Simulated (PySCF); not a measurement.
# Telling isomers of C6H5NO apart by NMR

PySCF calculation with NMR shieldings at PBE0/pcSseg-1/GIAO, geometry: PBE0-D3(BJ)/def2-SVP and J couplings at B3LYP/pcJ-1 (spin–dipole term left out of most H,H and C,H couplings); in vacuum, one computed conformer, relativity neglected, one averaged value for each set of equivalent atoms.

Referencing at the same level of theory: $^{1}$H (σref 31.27), $^{13}$C (σref 184.41) vs TMS. Multiplet labels drop J under 1 Hz and among equivalent protons, and merge close values. Unscaled 3J(H,H) run several per cent high. Shifts are as computed. Against solution values, carbons near 30 ppm lie about +2 ppm off and those near 130 ppm about +5 ppm. Of 1313 compounds with measured shifts, 239 miss one by over three times the rms of a fit or turn the order of signals round; such compounds aren't used in these exercises.

(1) Tabulate the signals of `O=Cc1ccccn1`, `O=Cc1ccncc1` and their relative energies.

(2) What is the quickest way to tell O=Cc1ccccn1 from O=Cc1ccncc1?

Answers

(1) 
```json
{"SMILES": "O=Cc1ccccn1", "carbon types": "1×C 5×CH", "δC": "198.8, 156.7, 155.7, 142.1, 132.8, 127.1", "δH": "10.03 (s, 1H), 8.92 (dt, 1H), 8.22 (dt, 1H), 7.96 (td, 1H), 7.40 (ddd, 1H)", "E rel. (kcal/mol)": "0.0"}
{"SMILES": "O=Cc1ccncc1", "carbon types": "1×C 5×CH", "δC": "195.4, 157.4, 144.2, 127.2", "δH": "9.99 (s, 1H), 9.13 (dd, 2H), 7.66 (dd, 2H)", "E rel. (kcal/mol)": "2.4"}
```

Energies are electronic energies at PBE0/pcSseg-1 on these geometries, without zero-point or thermal terms, each for the one conformer computed, which needn't be the lowest.

(2) Count the carbon signals: 6 against 4. The first has an aromatic CH at 142.1 ppm, the second a substituted aromatic carbon (C) at 144.2 ppm. Their most deshielded carbons lie at 198.8 and 195.4 ppm.
